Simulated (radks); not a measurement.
Spherical jellium clusters: N electrons in a uniform positive sphere of charge N and radius rs N^(1/3), rs = 3.84 bohr. Method: non-relativistic Kohn-Sham, LDA (Slater exchange, Perdew-Wang correlation), spin-polarised, spherical densities; computed with a radial shooting solver with Libxc functionals. Levels are named by radial order and angular momentum (1s, 1p, 1d, 2s, ...), and open shells are averaged over m.

N = 36, configuration 1s2 1p6 1d10 2s2 1f14 2p(up 2, down 0). This is the lowest configuration that the search found. Occupied and some empty levels:

| level | occupation | eigenvalue (eV) | <r> (bohr) |
|---|---|---|---|
| 1s up | 1 | -5.6607 | 7.249 |
| 1s down | 1 | -5.5058 | 7.662 |
| 1p up | 3 | -4.9921 | 8.824 |
| 1p down | 3 | -4.9074 | 9.005 |
| 1d up | 5 | -4.1932 | 9.817 |
| 1d down | 5 | -4.1407 | 9.878 |
| 2s up | 1 | -3.9224 | 7.944 |
| 2s down | 1 | -3.7334 | 7.703 |
| 1f up | 7 | -3.2658 | 10.57 |
| 1f down | 7 | -3.2247 | 10.58 |
| 2p up | 2 | -2.7745 | 8.919 |
| 2p down | 0 | -2.5915 | 9.029 |
| 1g up | 0 | -2.2225 | 11.24 |
| 1g down | 0 | -2.1834 | 11.24 |
| 2d up | 0 | -1.5936 | 10.45 |
| 2d down | 0 | -1.4721 | 10.70 |
| 3s up | 0 | -1.4522 | 10.49 |
| 3s down | 0 | -1.3480 | 10.62 |

Energy (eV): total -68.5791, kinetic 67.618, external -3304.6, Hartree 1637.5, exchange-correlation -137.94, background 1668.8.
